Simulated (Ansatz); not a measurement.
A run for Ansatz (an electronic-structure program): U-B3LYP/def2-TZVPP on H2-, 2S+1 = 2, a spin state set in the input, which need not be the lowest, a point of a bond scan (R = 1.144 Å). Charge -1.

Ansatz 0.2 input:
```yaml
crystal:
  periodic: [false, false, false]
  atoms:
    - {symbol: H, position_ang: [0.00000000, 0.00000000, 0.00000000]}
    - {symbol: H, position_ang: [0.00000000, 0.00000000, 1.14396800]}
basis:
  gaussian:
    orbitals: def2-TZVPP
    pivot_positions_ang: [[0.00000000, 0.00000000, 0.00000000], [0.00000000, 0.00000000, 1.14396800]]
hamiltonian:
  xc: {name: B3LYP}
total_charge: -1
magnetization: {spin_polarized: true, initial_magnetization: 1}
output: {forces: true, orbitals: {seedname: ./end}}
```

The head of its log:

```
WARN ansatz: RAYON_NUM_THREADS=1 ignored (pool sized by the plan → 1); use --threads N
Functional definition: B3LYP
integrals: 0.00 GiB planned
118 factors; their error is unknown
mean field: 0.05 GiB planned
mean field evaluation 1: about -28.6835 eV, gradient 2.7e0 eV
mean field evaluation 2: about -28.7559 eV, gradient 1.0e0 eV
```

Question: Predict the final total energy.

Answer: -1.0571 hartree.
